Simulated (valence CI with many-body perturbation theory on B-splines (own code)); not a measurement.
# Cs⁴²⁺: electric-dipole lines

Computed by configuration interaction combined with many-body perturbation theory (CI+MBPT): three valence electrons over a frozen Dirac-Fock core [Ne], a basis of 11 s, 11 p, 9 d, 7 f, 5 g, 2 h, 1 i functions for each j, with the one-electron correlation potential Σ1, the two-electron term Σ2, the three-electron term Σ3, Breit, model QED; selected CI, second order for the rest (own B-spline code, finite nucleus).

The last digits are not significant, and no measured levels were compared; by estimate large intervals hold to a few tenths of a per cent, small ones and those within an open d or f shell to about a per cent.

Lines 201 to 250 of 277 in falling wavelength, among levels below 620.89 eV, chosen from the strongest by gf and those to the six lowest levels. Wavelengths and rates use the calculated energies. Electric multipoles are in the length gauge, E1 and E2 with the static RPA response of the core. Weak lines are less certain than strong ones. Lines between different terms over intervals too small for the method are left out, as are lines whose strength nearly cancels. The highest levels of a list are the least certain.

Levels are named by their leading jj configuration (3d3/2^4 stands for four electrons in 3d with j = 3/2), which in mixed levels can hold well under half, so a name can repeat and another be missing. Letters in brackets count levels of one name in rising energy.

| λ vac (Å) | Upper | Lower | A (s⁻¹) | log gf | Branch % |
| --- | --- | --- | --- | --- | --- |
| 49.34 | (3s 3p3/2 3d3/2) J=3/2 [b] | (3s 3p1/2 3p3/2) J=3/2 [b] | 1.25e+11 | -0.74 | 31.2 |
| 49.19 | (3s 3d3/2 3d5/2) J=5/2 [a] | (3s 3p1/2 3d3/2) J=3/2 [b] | 3.71e+10 | -1.09 | 8.3 |
| 49.14 | (3s 3d3/2 3d5/2) J=3/2 [a] | (3s 3p1/2 3d5/2) J=5/2 [a] | 2.26e+11 | -0.49 | 54.8 |
| 49.10 | (3s 3d3/2^2) J=5/2 | (3s 3p1/2 3d3/2) J=5/2 | 2.40e+11 | -0.28 | 42.8 |
| 48.86 | (3s 3d3/2^2) J=3/2 | (3s 3p1/2 3d3/2) J=3/2 [a] | 2.10e+11 | -0.52 | 45.3 |
| 48.76 | (3s 3p3/2 3d5/2) J=3/2 [a] | (3s 3p1/2 3p3/2) J=5/2 | 1.33e+08 | -3.72 | 0.0 |
| 48.59 | (3s 3p3/2 3d3/2) J=5/2 [b] | (3s 3p1/2 3p3/2) J=3/2 [b] | 1.58e+11 | -0.47 | 25.4 |
| 48.22 | (3s 3p3/2 3d3/2) J=1/2 [b] | (3s 3p1/2 3p3/2) J=3/2 [b] | 1.27e+08 | -4.05 | 0.0 |
| 47.86 | (3s 3p3/2 3d5/2) J=5/2 [a] | (3s 3p1/2 3p3/2) J=5/2 | 1.52e+10 | -1.50 | 8.6 |
| 47.78 | (3p1/2 3p3/2 3d5/2) J=3/2 [b] | (3s 3p1/2 3d3/2) J=3/2 [a] | 5.32e+10 | -1.14 | 14.1 |
| 46.87 | (3s 3p1/2 3d5/2) J=3/2 | (3s 3p1/2^2) J=1/2 | 9.02e+10 | -0.93 | 42.0 |
| 46.65 | (3s 3p3/2 3d5/2) J=3/2 [a] | (3s 3p1/2 3p3/2) J=3/2 [a] | 1.57e+07 | -4.69 | 0.0 |
| 46.43 | (3s 3p3/2 3d3/2) J=3/2 [b] | (3s 3p1/2 3p3/2) J=5/2 | 1.53e+08 | -3.70 | 0.0 |
| 46.18 | (3s 3p3/2 3d5/2) J=7/2 [a] | (3s 3p1/2 3p3/2) J=5/2 | 5.97e+10 | -0.82 | 32.5 |
| 45.83 | (3s 3p3/2 3d5/2) J=5/2 [a] | (3s 3p1/2 3p3/2) J=3/2 [a] | 1.26e+09 | -2.62 | 0.7 |
| 45.77 | (3s 3p3/2 3d3/2) J=5/2 [b] | (3s 3p1/2 3p3/2) J=5/2 | 1.03e+10 | -1.71 | 1.7 |
| 45.71 | (3s 3d3/2 3d5/2) J=5/2 [a] | (3s 3p1/2 3d3/2) J=5/2 | 3.64e+10 | -1.17 | 8.1 |
| 45.56 | (3s 3p3/2 3d5/2) J=1/2 | (3s 3p1/2 3p3/2) J=3/2 [b] | 2.22e+10 | -1.86 | 7.0 |
| 44.58 | (3s 3p3/2 3d5/2) J=3/2 [b] | (3s 3p1/2 3p3/2) J=3/2 [b] | 8.65e+07 | -3.99 | 0.0 |
| 44.51 | (3s 3p3/2 3d3/2) J=3/2 [b] | (3s 3p1/2 3p3/2) J=3/2 [a] | 8.01e+09 | -2.02 | 2.0 |
| 44.29 | (3s 3p3/2 3d5/2) J=5/2 [b] | (3s 3p1/2 3p3/2) J=3/2 [b] | 6.15e+09 | -1.96 | 1.2 |
| 44.28 | (3s 3p3/2 3d5/2) J=7/2 [b] | (3s 3p1/2 3p3/2) J=5/2 | 3.29e+08 | -3.11 | 0.1 |
| 43.90 | (3s 3p3/2 3d3/2) J=5/2 [b] | (3s 3p1/2 3p3/2) J=3/2 [a] | 4.81e+04 | -7.08 | 0.0 |
| 43.60 | (3s 3p3/2 3d3/2) J=1/2 [b] | (3s 3p1/2 3p3/2) J=3/2 [a] | 6.39e+06 | -5.44 | 0.0 |
| 42.19 | (3s 3p3/2 3d5/2) J=3/2 [b] | (3s 3p1/2 3p3/2) J=5/2 | 5.81e+09 | -2.21 | 1.3 |
| 41.93 | (3s 3p3/2 3d5/2) J=5/2 [b] | (3s 3p1/2 3p3/2) J=5/2 | 7.39e+09 | -1.93 | 1.4 |
| 41.41 | (3s 3p3/2 3d5/2) J=1/2 | (3s 3p1/2 3p3/2) J=3/2 [a] | 6.96e+08 | -3.45 | 0.2 |
| 41.32 | (3p1/2 3p3/2^2) J=3/2 | (3s 3p1/2^2) J=1/2 | 1.23e+10 | -1.90 | 2.6 |
| 41.04 | (3s 3p3/2^2) J=1/2 | (3s^2 3p1/2) J=1/2 | 4.34e+09 | -2.66 | 1.7 |
| 40.66 | (3p1/2 3p3/2^2) J=1/2 | (3s 3p1/2^2) J=1/2 | 2.77e+09 | -2.86 | 1.0 |
| 40.60 | (3s 3p3/2 3d5/2) J=3/2 [b] | (3s 3p1/2 3p3/2) J=3/2 [a] | 1.05e+09 | -2.98 | 0.2 |
| 40.37 | (3s 3p3/2^2) J=3/2 | (3s^2 3p1/2) J=1/2 | 1.25e+07 | -4.91 | 0.0 |
| 40.36 | (3s 3p3/2 3d5/2) J=5/2 [b] | (3s 3p1/2 3p3/2) J=3/2 [a] | 4.41e+09 | -2.19 | 0.9 |
| 40.22 | (3p3/2^3) J=3/2 | (3s 3p1/2 3p3/2) J=3/2 [b] | 4.48e+08 | -3.36 | 0.1 |
| 38.76 | (3s 3p3/2 3d3/2) J=3/2 [a] | (3s 3p1/2^2) J=1/2 | 1.13e+09 | -2.99 | 0.4 |
| 38.66 | (3s 3p3/2 3d3/2) J=1/2 [a] | (3s 3p1/2^2) J=1/2 | 3.20e+08 | -3.84 | 0.1 |
| 38.27 | (3p3/2^3) J=3/2 | (3s 3p1/2 3p3/2) J=5/2 | 1.74e+09 | -2.82 | 0.2 |
| 36.96 | (3p3/2^3) J=3/2 | (3s 3p1/2 3p3/2) J=3/2 [a] | 7.54e+07 | -4.21 | 0.0 |
| 36.72 | (3s 3p3/2 3d5/2) J=3/2 [a] | (3s 3p1/2^2) J=1/2 | 8.58e+08 | -3.16 | 0.3 |
| 35.38 | (3s 3p3/2 3d3/2) J=3/2 [b] | (3s 3p1/2^2) J=1/2 | 2.38e+08 | -3.75 | 0.1 |
| 34.80 | (3s 3p3/2 3d3/2) J=1/2 [b] | (3s 3p1/2^2) J=1/2 | 4.63e+08 | -3.77 | 0.1 |
| 34.05 | (3p1/2^2 3d3/2) J=3/2 | (3s^2 3p3/2) J=3/2 | 4.87e+07 | -4.47 | 0.1 |
| 33.40 | (3s 3p3/2 3d5/2) J=1/2 | (3s 3p1/2^2) J=1/2 | 2.37e+09 | -3.10 | 0.7 |
| 32.87 | (3s 3p3/2 3d5/2) J=3/2 [b] | (3s 3p1/2^2) J=1/2 | 5.56e+08 | -3.44 | 0.1 |
| 31.65 | (3p1/2^2 3d5/2) J=5/2 | (3s^2 3p3/2) J=3/2 | 1.98e+07 | -4.75 | 0.0 |
| 30.44 | (3p3/2^3) J=3/2 | (3s 3p1/2^2) J=1/2 | 1.04e+08 | -4.24 | 0.0 |
| 28.38 | (3p1/2 3p3/2 3d3/2) J=5/2 [a] | (3s^2 3p3/2) J=3/2 | 2.52e+05 | -6.74 | 0.0 |
| 28.02 | (3p1/2 3p3/2 3d3/2) J=3/2 [a] | (3s^2 3p3/2) J=3/2 | 1.17e+07 | -5.26 | 0.0 |
| 27.90 | (3p1/2 3p3/2 3d3/2) J=1/2 [a] | (3s^2 3p3/2) J=3/2 | 2.76e+06 | -6.19 | 0.0 |
| 27.30 | (3p1/2^2 3d3/2) J=3/2 | (3s^2 3p1/2) J=1/2 | 1.52e+06 | -6.17 | 0.0 |

Task: How does gf follow from A for the line at 46.87 Å?

Result: gf = 1.4992 × (2J+1)_upper × A / σ², with σ = 2133372 cm⁻¹ and 2J+1 = 4: gf = 0.119.
